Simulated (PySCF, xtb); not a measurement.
H9NSi3, SMILES [SiH3]N[SiH2][SiH3]. One conformer was computed; it need not be the lowest.

Harmonic wavenumbers (cm⁻¹) from GFN2-xTB (xtb) at its own minimum, in rising order: 41, 48, 97, 121, 225, 366, 380, 442, 476, 480, 560, 576, 605, 664, 733, 765, 797, 802, 819, 822, 826, 837, 986, 1204, 2115, 2170, 2201, 2211, 2218, 2227, 2256, 2267, 3466.

### Question
What does PBE-D3(BJ)/def2-SVP in PySCF give at its own minimum? (The exact figures need the calculation; the answer reports its results.)

### Answer
47, 56, 116, 176, 234, 334, 365, 401, 504, 586, 593, 679, 688, 714, 796, 864, 884, 898, 905, 916, 930, 947, 970, 1160, 2109, 2130, 2134, 2148, 2156, 2161, 2170, 2178, 3485. Paired by order, the mean absolute difference is 57 cm⁻¹ and the zero-point energies are 49.8 and 50.7 kcal/mol.
